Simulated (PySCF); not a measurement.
## Molecular orbitals of KCd

r²SCAN0 at R = 4.018 Å; PySCF, scalar-relativistic core potentials, basis sets K def2-SVP, Cd def2-SVP with ECP28. State: ²Σ⁺ (doublet), unpaired electrons σ ↑. Only the outer orbitals are listed, counted within each symmetry, core potentials removing the inner ones.

```
spin  orbital  occ.  ε (eV)  on K (%)          main shells (%)
   α       1δ     1  -14.01         0                 100 Cd d
   α       1δ     1  -14.01         0                 100 Cd d
   α       8σ     1  -14.00         0                 100 Cd d
   α       4π     1  -14.00         0                 100 Cd d
   α       4π     1  -14.00         0                 100 Cd d
   α       9σ     1   -6.62         7                  93 Cd s
   α      10σ     1   -3.01        84          84 K s, 14 Cd p
   α      11σ     0   -0.89        53  47 Cd p, 40 K p, 13 K s
   α       5π     0   -0.73        46          54 Cd p, 45 K p
   α       5π     0   -0.73        46          54 Cd p, 45 K p
   β       1δ     1  -14.01         0                 100 Cd d
   β       1δ     1  -14.01         0                 100 Cd d
   β       4π     1  -13.99         0                 100 Cd d
   β       4π     1  -13.99         0                 100 Cd d
   β       8σ     1  -13.98         0                 100 Cd d
   β       9σ     1   -6.49         2                  97 Cd s
   β      10σ     0   -1.25        86          82 K s, 13 Cd p
   β       5π     0   -0.35        21          79 Cd p, 20 K p
   β       5π     0   -0.35        21          79 Cd p, 20 K p
```

Question: Which are the highest filled and the lowest empty level, where do they sit, and how wide is the gap?

Answer: Highest filled α 10σ at -3.01 eV (in %: 84 K s, 14 Cd p); lowest empty β 10σ at -1.25 eV (in %: 82 K s, 13 Cd p); the gap at r²SCAN0 is 1.76 eV.

| Item | Value |
| --- | --- |
| bond order (Mayer) | 0.32 |
| ⟨S²⟩ | 0.756 |
| charge on K (Mulliken, basis-dependent) | 0.06 |
| charge on K (Löwdin, basis-dependent) | 0.03 |
| dipole moment (positive dipole means K(−)Cd(+)) | -1.44 D |

Spin–orbit coupling is left out. The state is the lowest determinant that a PBE0 search found; another state may lie lower at other levels.
